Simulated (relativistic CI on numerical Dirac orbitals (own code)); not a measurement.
Os5+: resonant inelastic scattering at the O2,3 edge

Computed with this model: Dirac-Coulomb-Breit CI, KLI orbitals optimised for each configuration, a model potential for QED, Kramers-Heisenberg scattering through one core-hole configuration in a parametric crystal field, unscaled Slater integrals; configurations [Xe] 4f14 5d3 → [Kr] 4d10 4f14 5s2 5p5 5d4; 80 K; core-hole width 0.6 eV; summed over polarisations. Incident energies are the highest absorption maxima for each field (at most a few, so the weaker spin-orbit partner edge can be absent), on the computed scale of the free ion. Intensities are in per cent of the strongest line above 0.02 eV; levels within 1 cm⁻¹ are merged; final levels count from the ground level, the first row holds all elastic scattering, lines under 0.4 are left out and each table stops after 24 rows. The scale of the Slater integrals is a model choice and moves the terms in proportion.

Field parameters in Wybourne normalisation: D4h B²₀ = −7Ds, B⁴₀ = 21(Dq − Dt), B⁴₄ = 21√(5/14) Dq; Oh B⁴₀ = 21Dq, B⁴₄ = √(5/14) B⁴₀. The field is a parameter set, without covalency, and values of 10Dq over about 45,000 cm⁻¹ lie beyond real compounds.

S is read from ⟨S²⟩ = S(S + 1).

D4h, 10Dq = 58100, Ds = 950, Dt = 850 cm⁻¹:

| Final level (eV) | Degeneracy | Irrep | S | 51.9 eV | 52.7 eV | 69.3 eV |
| --- | --- | --- | --- | --- | --- | --- |
| 0.000 | 2 | Γ7 | 1.48 | 311.3 | 682.5 | 298.9 |
| 0.002 | 2 | Γ6 | 1.47 | 47.6 | 148.0 | 17.8 |
| 2.123 | 2 | Γ6 | 0.55 | 2.9 | 9.0 | 28.4 |
| 2.225 | 2 | Γ7 | 0.55 | 2.9 | 7.1 | 10.4 |
| 2.352 | 2 | Γ6 | 0.52 | 6.4 | 7.0 | 11.4 |
| 2.363 | 2 | Γ7 | 0.51 | 2.3 | 5.4 | 23.6 |
| 2.502 | 2 | Γ6 | 0.52 | 1.1 | 1.1 | 32.3 |
| 3.930 | 2 | Γ7 | 0.54 | 2.9 | 5.1 | 47.1 |
| 4.034 | 2 | Γ7 | 0.57 | 1.4 | 1.5 | 67.7 |
| 4.155 | 2 | Γ6 | 0.56 | 2.4 | 0.9 | 46.6 |
| 6.101 | 2 | Γ7 | 1.47 | 14.3 | 11.6 | 100.0 |
| 6.238 | 2 | Γ7 | 1.47 | 3.7 | 7.8 | 49.0 |
| 6.346 | 2 | Γ6 | 1.46 | 9.6 | 9.2 | 85.2 |
| 6.545 | 2 | Γ6 | 1.46 | 7.6 | 4.0 | 61.1 |
| 7.211 | 2 | Γ7 | 1.47 | 19.0 | 20.1 | 56.5 |
| 7.304 | 2 | Γ6 | 1.47 | 12.3 | 11.2 | 71.0 |
| 7.661 | 2 | Γ6 | 1.37 | 8.2 | 7.1 | 56.2 |
| 7.664 | 2 | Γ7 | 1.41 | 5.7 | 4.8 | 10.8 |

Oh, 10Dq = 18200 cm⁻¹:

| Final level (eV) | Degeneracy | Irrep | S | 50.9 eV | 52.5 eV | 57.8 eV |
| --- | --- | --- | --- | --- | --- | --- |
| 0.000 | 4 | Γ8 | 1.45 | 345.7 | 129.2 | 183.7 |
| 1.683 | 4 | Γ8 | 1.07 | 15.2 | 28.7 | 100.0 |
| 2.152 | 4 | Γ8 | 0.70 | 3.8 | 12.9 | 31.3 |
| 2.241 | 2 | Γ7 | 1.46 | 28.9 | 11.2 | 31.3 |
| 2.270 | 2 | Γ6 | 0.97 | 2.7 | 11.4 | 6.2 |
| 2.460 | 4 | Γ8 | 1.44 | 9.5 | 23.1 | 63.3 |
| 2.784 | 4 | Γ8 | 1.13 | 12.0 | 14.5 | 81.5 |
| 2.913 | 2 | Γ6 | 1.23 | 2.2 | 9.5 | 15.4 |
| 3.137 | 2 | Γ7 | 1.22 | 3.4 | 1.0 | 23.2 |
| 3.533 | 2 | Γ6 | 1.23 | 2.1 | 4.3 | 20.4 |
| 3.538 | 4 | Γ8 | 1.10 | 6.4 | 2.5 | 15.8 |
| 3.944 | 4 | Γ8 | 1.25 | 3.9 | 4.4 | 22.4 |
| 4.216 | 4 | Γ8 | 1.08 | 5.3 | 11.7 | 12.5 |
| 4.235 | 2 | Γ7 | 0.90 | 1.4 | 3.6 | 1.2 |
| 4.394 | 2 | Γ6 | 0.80 | 0.8 | 5.0 | 13.8 |
| 4.563 | 4 | Γ8 | 0.88 | 2.9 | 2.5 | 17.7 |
| 4.706 | 2 | Γ7 | 0.65 | 3.1 | 5.7 | 8.8 |
| 4.810 | 4 | Γ8 | 0.80 | 2.7 | 4.0 | 19.9 |
| 4.885 | 2 | Γ6 | 0.75 | 1.9 | 2.8 | 6.6 |
| 5.247 | 4 | Γ8 | 1.01 | 5.5 | 3.6 | 13.8 |
| 5.408 | 2 | Γ6 | 0.89 | 0.8 | 0.4 | 20.5 |
| 5.557 | 2 | Γ7 | 1.36 | 2.0 | 0.7 | 2.5 |
| 5.587 | 4 | Γ8 | 0.72 | 3.3 | 1.6 | 4.9 |
| 5.854 | 4 | Γ8 | 1.06 | 1.8 | 1.8 | 10.6 |

For the first field the strongest loss at the lowest incident energy is the level at 7.21 eV (S = 1.47, against 1.47 in the thermal ground state). Levels of other spin, the first over 8 % at 2.12 eV, appear because spin-orbit coupling of the core hole, and in heavier ions of the valence shell too, mixes spins.
